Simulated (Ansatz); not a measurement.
Relaxed structures of BSiH3O2, closed shell (PBE0-D4/def2-TZVP; forces vanish, vibrations not checked; lower isomers may exist, and structures with a doubtful reference or unclear bonds are left out; Å). Program: Ansatz 0.2.0. Basis: def2-TZVPP. Cores are frozen in the correlated methods.

Problem. Rank them by CCSD(T) energy, lowest first, and give each one's height above the lowest. Links in brackets join atoms within 1.22 times the sum of their covalent radii (1.1 for two metals). (An estimate is asked for; the value comes from the calculation.)
A.
BSiH₃O₂ ([OH][SiH]1[BH][O]1)
```
7
angstrom
O -1.0930 0.7241 -1.1264
Si -0.0315 0.4771 0.0916
B 1.2153 -0.9354 0.0986
O 0.0245 -1.1465 0.6998
H -1.9339 1.1332 -0.9138
H -0.3263 1.4103 1.2034
H 2.1449 -1.6628 -0.0532
```
B.
BSiH₃O₂ ([OH][B][SiH][OH])
```
7
angstrom
O -0.9241 1.1117 -1.4313
Si -0.0011 1.0045 -0.0481
B 0.0259 -0.7936 0.6778
O 0.6857 -1.8782 0.9860
H -1.8682 1.2267 -1.3133
H -0.6515 1.7939 1.0516
H 0.2036 -2.5682 1.4543
```
C.
BSiH₃O₂ ([OH][BH][O][SiH])
```
7
angstrom
O -1.2377 0.4976 -0.9360
Si 2.0808 -0.9220 -0.2756
B -0.4474 0.4822 0.1678
O 0.6144 -0.3505 0.1821
H -1.9769 1.1026 -0.8512
H -0.6794 1.1713 1.1225
H 1.8918 -2.3305 0.3123
```

Solution. Computed: C (0.0 kJ/mol), A (50.2 kJ/mol), B (227.6 kJ/mol). Heights count from the lowest.

The T1 diagnostic stays at or below 0.020. The restricted Hartree–Fock reference is unstable towards an unrestricted one at one or more of these structures.

For scale, one of the runs: CCSD(T)/def2-TZVPP, 177 basis functions, launched by `ansatz run in.yaml --threads 2 --pin off --events-out ev --progress --plain --max-ram 4352MiB`. Time: 40 s of wall clock on 2 CPU threads of an Arm Neoverse V2; the host was shared. Peak host memory: 1.6 GiB.
